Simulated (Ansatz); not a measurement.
Ansatz (a program for electronic structure) job for Al(F)2(OMe) (CH₃AlF₂O), SMILES C[O][Al]([F])[F], B3LYP-D3(BJ)/def2-SVP. 

Ansatz 0.2 input:
```yaml
crystal:
  periodic: [false, false, false]
  atoms:
    - {symbol: Al, position_ang: [0.21007402, 0.32904523, 0.37400332]}
    - {symbol: F, position_ang: [1.63310492, 1.12405273, 0.21964009]}
    - {symbol: F, position_ang: [-0.65469800, 0.53973508, 1.75376967]}
    - {symbol: O, position_ang: [-0.25761433, -0.62409051, -0.86559930]}
    - {symbol: C, position_ang: [-0.99068123, -1.50733945, -1.67182757]}
    - {symbol: H, position_ang: [-1.30081162, -0.98787039, -2.58076655]}
    - {symbol: H, position_ang: [-0.35550880, -2.35467582, -1.93866636]}
    - {symbol: H, position_ang: [-1.87530206, -1.87237119, -1.14753809]}
basis:
  gaussian:
    orbitals: def2-SVP
hamiltonian:
  xc: b3lyp
  dispersion: d3bj
relax: {f_tol: 0.002, max_steps: 200}
```

Program output:

```
WARN ansatz: RAYON_NUM_THREADS=1 ignored (pool sized by the plan → 1); use --threads N
Functional definition: B3LYP
integrals: 0.04 GiB planned
904 factors; integrals over basis functions are off by at most 3.2e-4 eV
mean field: 0.31 GiB planned
mean field evaluation 1: about -15151.7682 eV, gradient 7.0e1 eV
mean field evaluation 2: about -15136.6639 eV, gradient 1.2e2 eV
mean field evaluation 4: about -15160.3125 eV, gradient 5.4e0 eV
mean field evaluation 8: about -15160.3785 eV, gradient 3.1e-2 eV
mean field -15160.37854327 eV, -557.1336353916 hartree, gradient 6.0e-5 eV, S^2 0.000000; 0 other end points of the search recorded, 0 dependent functions left out
the calculation of the forces begins
reference -15160.37878573 eV, -557.1336443018 hartree; 24, 24 occupied and 65, 65 virtual orbitals, 904 factors
relax step   1: F+E_penalty+E_count = -15160.56896719 eV  Δ(F+E_penalty+E_count) = +0.000e0 eV  max|allowed force component| = 7.088e-1 eV/Å  Δτ_max = 0.0000 Å  (24 SCF iters, accepted)
these checks for a lower state are left out or cut short: starts, cluster_reference, orbital_swaps, neighbouring_geometries, increment
integrals: 0.04 GiB planned
904 factors; integrals over basis functions are off by at most 3.3e-4 eV
mean field: 0.31 GiB planned
mean field evaluation 16: about -15160.3848 eV, gradient 4.6e-3 eV
[...]
relax step   5: F+E_penalty+E_count = -15160.60960351 eV  Δ(F+E_penalty+E_count) = -4.696e-3 eV  max|allowed force component| = 1.334e-1 eV/Å  Δτ_max = 0.0430 Å  (27 SCF iters, accepted)
these checks for a lower state are left out or cut short: starts, cluster_reference, orbital_swaps, neighbouring_geometries, increment
integrals: 0.04 GiB planned
904 factors; integrals over basis functions are off by at most 3.3e-4 eV
mean field: 0.30 GiB planned
mean field -15160.42160142 eV, -557.1352177494 hartree, gradient 1.0e-5 eV, S^2 0.000000; 0 other end points of the search recorded, 0 dependent functions left out
the calculation of the forces begins
reference -15160.42184257 eV, -557.1352266115 hartree; 24, 24 occupied and 65, 65 virtual orbitals, 904 factors
relax step   6: F+E_penalty+E_count = -15160.61151980 eV  Δ(F+E_penalty+E_count) = -1.916e-3 eV  max|allowed force component| = 1.557e-1 eV/Å  Δτ_max = 0.0231 Å  (29 SCF iters, accepted)
these checks for a lower state are left out or cut short: starts, cluster_reference, orbital_swaps, neighbouring_geometries, increment
integrals: 0.04 GiB planned
904 factors; integrals over basis functions are off by at most 3.5e-4 eV
mean field: 0.31 GiB planned
mean field -15160.41885806 eV, -557.1351169329 hartree, gradient 1.0e-5 eV, S^2 0.000000; 0 other end points of the search recorded, 0 dependent functions left out
the calculation of the forces begins
reference -15160.41909806 eV, -557.1351257525 hartree; 24, 24 occupied and 65, 65 virtual orbitals, 904 factors
relax step   7: F+E_penalty+E_count = -15160.61147705 eV  Δ(F+E_penalty+E_count) = +4.275e-5 eV  max|allowed force component| = 3.689e-1 eV/Å  Δτ_max = 0.1950 Å  (27 SCF iters, rejected (line search))
these checks for a lower state are left out or cut short: starts, cluster_reference, orbital_swaps, neighbouring_geometries, increment
integrals: 0.04 GiB planned
904 factors; integrals over basis functions are off by at most 3.4e-4 eV
mean field: 0.31 GiB planned
mean field -15160.42751282 eV, -557.1354349892 hartree, gradient 1.3e-5 eV, S^2 0.000000; 0 other end points of the search recorded, 0 dependent functions left out
the calculation of the forces begins
reference -15160.42775344 eV, -557.1354438319 hartree; 24, 24 occupied and 65, 65 virtual orbitals, 904 factors
relax step   8: F+E_penalty+E_count = -15160.61906999 eV  Δ(F+E_penalty+E_count) = -7.550e-3 eV  max|allowed force component| = 1.689e-1 eV/Å  Δτ_max = 0.0930 Å  (28 SCF iters, accepted)
these checks for a lower state are left out or cut short: starts, cluster_reference, orbital_swaps, neighbouring_geometries, increment
integrals: 0.04 GiB planned
904 factors; integrals over basis functions are off by at most 3.4e-4 eV
mean field: 0.31 GiB planned
mean field evaluation 64: about -15160.3090 eV, gradient 5.5e0 eV
mean field -15160.43292129 eV, -557.1356337471 hartree, gradient 1.5e-5 eV, S^2 0.000000; 0 other end points of the search recorded, 0 dependent functions left out
the calculation of the forces begins
reference -15160.43316051 eV, -557.1356425380 hartree; 24, 24 occupied and 65, 65 virtual orbitals, 904 factors
relax step   9: F+E_penalty+E_count = -15160.62667882 eV  Δ(F+E_penalty+E_count) = -7.609e-3 eV  max|allowed force component| = 2.868e-2 eV/Å  Δτ_max = 0.1000 Å  (27 SCF iters, accepted)
these checks for a lower state are left out or cut short: starts, cluster_reference, orbital_swaps, neighbouring_geometries, increment
integrals: 0.04 GiB planned
904 factors; integrals over basis functions are off by at most 3.4e-4 eV
mean field: 0.31 GiB planned
mean field -15160.43305057 eV, -557.1356384978 hartree, gradient 9.9e-6 eV, S^2 0.000000; 0 other end points of the search recorded, 0 dependent functions left out
the calculation of the forces begins
reference -15160.43328956 eV, -557.1356472804 hartree; 24, 24 occupied and 65, 65 virtual orbitals, 904 factors
relax step  10: F+E_penalty+E_count = -15160.62709362 eV  Δ(F+E_penalty+E_count) = -4.148e-4 eV  max|allowed force component| = 9.596e-3 eV/Å  Δτ_max = 0.0143 Å  (28 SCF iters, accepted)
these checks for a lower state are left out or cut short: starts, cluster_reference, orbital_swaps, neighbouring_geometries, increment
integrals: 0.04 GiB planned
904 factors; integrals over basis functions are off by at most 3.4e-4 eV
mean field: 0.31 GiB planned
mean field -15160.43194619 eV, -557.1355979125 hartree, gradient 7.4e-6 eV, S^2 0.000000; 0 other end points of the search recorded, 0 dependent functions left out
the calculation of the forces begins
reference -15160.43218430 eV, -557.1356066629 hartree; 24, 24 occupied and 65, 65 virtual orbitals, 904 factors
relax step  11: F+E_penalty+E_count = -15160.62726039 eV  Δ(F+E_penalty+E_count) = -1.668e-4 eV  max|allowed force component| = 5.321e-2 eV/Å  Δτ_max = 0.0566 Å  (28 SCF iters, accepted)
these checks for a lower state are left out or cut short: starts, cluster_reference, orbital_swaps, neighbouring_geometries, increment
integrals: 0.04 GiB planned
904 factors; integrals over basis functions are off by at most 3.4e-4 eV
mean field: 0.31 GiB planned
mean field -15160.43250777 eV, -557.1356185502 hartree, gradient 9.7e-6 eV, S^2 0.000000; 0 other end points of the search recorded, 0 dependent functions left out
the calculation of the forces begins
reference -15160.43274604 eV, -557.1356273067 hartree; 24, 24 occupied and 65, 65 virtual orbitals, 904 factors
relax step  12: F+E_penalty+E_count = -15160.62745953 eV  Δ(F+E_penalty+E_count) = -1.991e-4 eV  max|allowed force component| = 1.970e-2 eV/Å  Δτ_max = 0.0124 Å  (28 SCF iters, accepted)
these checks for a lower state are left out or cut short: starts, cluster_reference, orbital_swaps, neighbouring_geometries, increment
integrals: 0.04 GiB planned
904 factors; integrals over basis functions are off by at most 3.4e-4 eV
mean field: 0.31 GiB planned
mean field evaluation 96: about -15160.4326 eV, gradient 2.0e-5 eV
mean field -15160.43259290 eV, -557.1356216787 hartree, gradient 2.0e-5 eV, S^2 0.000000; 0 other end points of the search recorded, 0 dependent functions left out
the calculation of the forces begins
reference -15160.43283116 eV, -557.1356304345 hartree; 24, 24 occupied and 65, 65 virtual orbitals, 904 factors
relax step  13: F+E_penalty+E_count = -15160.62752047 eV  Δ(F+E_penalty+E_count) = -6.094e-5 eV  max|allowed force component| = 2.381e-3 eV/Å  Δτ_max = 0.0060 Å  (22 SCF iters, accepted)
these checks for a lower state are left out or cut short: starts, cluster_reference, orbital_swaps, neighbouring_geometries, increment
integrals: 0.04 GiB planned
904 factors; integrals over basis functions are off by at most 3.4e-4 eV
mean field: 0.31 GiB planned
mean field -15160.43262396 eV, -557.1356228201 hartree, gradient 6.7e-6 eV, S^2 0.000000; 0 other end points of the search recorded, 0 dependent functions left out
the calculation of the forces begins
reference -15160.43286221 eV, -557.1356315757 hartree; 24, 24 occupied and 65, 65 virtual orbitals, 904 factors
relax step  14: F+E_penalty+E_count = -15160.62752733 eV  Δ(F+E_penalty+E_count) = -6.855e-6 eV  max|allowed force component| = 2.904e-4 eV/Å  Δτ_max = 0.0041 Å  (22 SCF iters, accepted)
these checks for a lower state are left out or cut short: starts, cluster_reference, orbital_swaps, neighbouring_geometries, increment
integrals: 0.04 GiB planned
904 factors; integrals over basis functions are off by at most 3.4e-4 eV
mean field: 0.31 GiB planned
mean field -15160.43265420 eV, -557.1356239314 hartree, gradient 9.7e-6 eV, S^2 0.000000; 0 other end points of the search recorded, 0 dependent functions left out
the calculation of the forces begins
reference -15160.43289241 eV, -557.1356326855 hartree; 24, 24 occupied and 65, 65 virtual orbitals, 904 factors
relax step  15: F+E_penalty+E_count = -15160.62753682 eV  Δ(F+E_penalty+E_count) = -9.489e-6 eV  max|allowed force component| = 2.739e-3 eV/Å  Δτ_max = 0.0139 Å  (28 SCF iters, accepted)
these checks for a lower state are left out or cut short: starts, cluster_reference, orbital_swaps, neighbouring_geometries, increment
integrals: 0.04 GiB planned
904 factors; integrals over basis functions are off by at most 3.4e-4 eV
mean field: 0.31 GiB planned
mean field -15160.43261502 eV, -557.1356224915 hartree, gradient 1.5e-5 eV, S^2 0.000000; 0 other end points of the search recorded, 0 dependent functions left out
the calculation of the forces begins
reference -15160.43285324 eV, -557.1356312460 hartree; 24, 24 occupied and 65, 65 virtual orbitals, 904 factors
relax step  16: F+E_penalty+E_count = -15160.62748137 eV  Δ(F+E_penalty+E_count) = +5.545e-5 eV  max|allowed force component| = 1.798e-2 eV/Å  Δτ_max = 0.0077 Å  (22 SCF iters, rejected (line search))
these checks for a lower state are left out or cut short: starts, cluster_reference, orbital_swaps, neighbouring_geometries, increment
integrals: 0.04 GiB planned
904 factors; integrals over basis functions are off by at most 3.4e-4 eV
mean field: 0.31 GiB planned
mean field -15160.43265490 eV, -557.1356239572 hartree, gradient 3.4e-5 eV, S^2 0.000000; 0 other end points of the search recorded, 0 dependent functions left out
the calculation of the forces begins
reference -15160.43289311 eV, -557.1356327112 hartree; 24, 24 occupied and 65, 65 virtual orbitals, 904 factors
relax step  17: F+E_penalty+E_count = -15160.62753759 eV  Δ(F+E_penalty+E_count) = -7.740e-7 eV  max|allowed force component| = 1.080e-3 eV/Å  Δτ_max = 0.0011 Å  (18 SCF iters, accepted)
integrals: 0.04 GiB planned
904 factors; integrals over basis functions are off by at most 3.4e-4 eV
mean field: 0.31 GiB planned
mean field evaluation 128: about -15160.4105 eV, gradient 3.6e-1 eV
mean field -15160.43265490 eV, -557.1356239572 hartree, gradient 3.4e-5 eV, S^2 0.000000; 1 other end points of the search recorded, 0 dependent functions left out
the calculation of the forces begins
reference -15160.43289311 eV, -557.1356327112 hartree; 24, 24 occupied and 65, 65 virtual orbitals, 904 factors
Total energy: -15160.62777580 eV, -557.1427945180 hartree
Atom 0 at     0.256346     0.310191     0.290769 Å, force    -0.000600     0.000139     0.000994 eV/Å
Atom 1 at     1.614702     1.242423     0.388182 Å, force    -0.000038     0.000038     0.000121 eV/Å
Atom 2 at    -0.776322     0.297426     1.582744 Å, force     0.000772    -0.000070    -0.001080 eV/Å
Atom 3 at    -0.028241    -0.580644    -1.094891 Å, force    -0.000495    -0.000818    -0.000143 eV/Å
Atom 4 at    -0.969391    -1.466643    -1.633557 Å, force     0.000091     0.000786    -0.000479 eV/Å
Atom 5 at    -1.384731    -1.058720    -2.571752 Å, force     0.000261    -0.000538     0.000246 eV/Å
Atom 6 at    -0.491466    -2.432909    -1.872367 Å, force    -0.000206     0.000528     0.000107 eV/Å
Atom 7 at    -1.812333    -1.664638    -0.946112 Å, force     0.000215    -0.000065     0.000235 eV/Å
Dipole moment:    -0.251619    -0.288069    -0.244497 e Å
```

The run converged.
